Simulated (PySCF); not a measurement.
A species of formula C6H10O4 has this rotational fingerprint, computed with PBE0/pcSseg-1 in PySCF (dipole) on a GFN2-xTB geometry, gas phase:

```
Rotational constants : A = 2718, B = 680.6, C = 646.1 MHz
Dipole components    : |μa| = 0.51 D, |μb| = 0.77 D, |μc| = 1.06 D
Inertial defect      : -146.38 u·Å²
κ                    : -0.97
```

Problem. Which structure is it? (One computed conformer of each.)
A. `[CH3:1][CH2:2][CH2:3][O:4][C:5](=[O:6])[C:7](=[O:8])[O:9][CH3:10]` with C1–C2–C3–O4 66°, C2–C3–O4–C5 -109°, C3–O4–C5–O6 -2°, O4–C5–C7–O8 32°, C5–C7–O9–C10 -178°
B. `[CH3:1][O:2][C:3](=[O:4])[C:5](=[O:6])[O:7][CH:8]([CH3:9])[CH3:10]` with C1–O2–C3–O4 -1°, O2–C3–C5–O6 -44°, C3–C5–O7–C8 178°, C5–O7–C8–C9 -81°
C. `[CH3:1][CH2:2][O:3][C:4](=[O:5])[C@H:6]([CH3:7])[O:8][CH:9]=[O:10]` with C1–C2–O3–C4 -83°, C2–O3–C4–O5 1°, O3–C4–C6–C7 -90°, C4–C6–O8–C9 -58°, C6–O8–C9–O10 -3°
D. `[CH3:1][CH2:2][O:3][C:4](=[O:5])[C:6](=[O:7])[O:8][CH2:9][CH3:10]` with C1–C2–O3–C4 89°, C2–O3–C4–O5 0°, O3–C4–C6–O7 -40°, C4–C6–O8–C9 178°, C6–O8–C9–C10 83° (diethyl oxalate)
E. `[CH3:1][O:2][C@@H:3]1[O:4][CH2:5][CH2:6][C@@H:7]1[O:8][CH:9]=[O:10]` with C1–O2–C3–O4 -74°, C6–C7–O8–C9 180°, C7–O8–C9–O10 -4°, O2–C3–O4–C5 -81°, C3–O4–C5–C6 -40°, O4–C5–C6–C7 26°, C5–C6–C7–O8 115°

Solution. A. It is CCCOC(=O)C(=O)OC, a near-prolate asymmetric top, point group C1. The candidates at the same level (rigid rotor, commonest isotopes):

| SMILES | A (MHz) | B (MHz) | C (MHz) | μa (D) | μb (D) | μc (D) | Δ (u·Å²) | point group | rotor |
| --- | --- | --- | --- | --- | --- | --- | --- | --- | --- |
| CCOC(=O)C(=O)OCC | 2937 | 629.4 | 622.7 | 0.02 | 0.53 | 1.58 | -163.50 | near C2 | – |
| COC(=O)C(=O)OC(C)C | 3111 | 655.6 | 623.9 | 0.36 | 0.67 | 1.19 | -123.32 | C1 | near-prolate asymmetric top |
| CCOC(=O)[C@H](C)OC=O | 2265 | 900.1 | 747.3 | 1.09 | 2.15 | 1.02 | -108.40 | C1 | asymmetric top |
| CO[C@@H]1OCC[C@@H]1OC=O | 1859 | 1313 | 891.9 | 1.34 | 0.91 | 1.05 | -90.01 | C1 | asymmetric top |
| CCCOC(=O)C(=O)OC | 2718 | 680.6 | 646.1 | 0.51 | 0.77 | 1.06 | -146.38 | C1 | near-prolate asymmetric top |

`CO[C@@H]1OCC[C@@H]1OC=O` has B 93 % too high; `CCOC(=O)[C@H](C)OC=O` has B 32 % too high; `CCOC(=O)C(=O)OCC` has A 8 % too high; `COC(=O)C(=O)OC(C)C` has A 14 % too high. No structure here is proved a minimum.
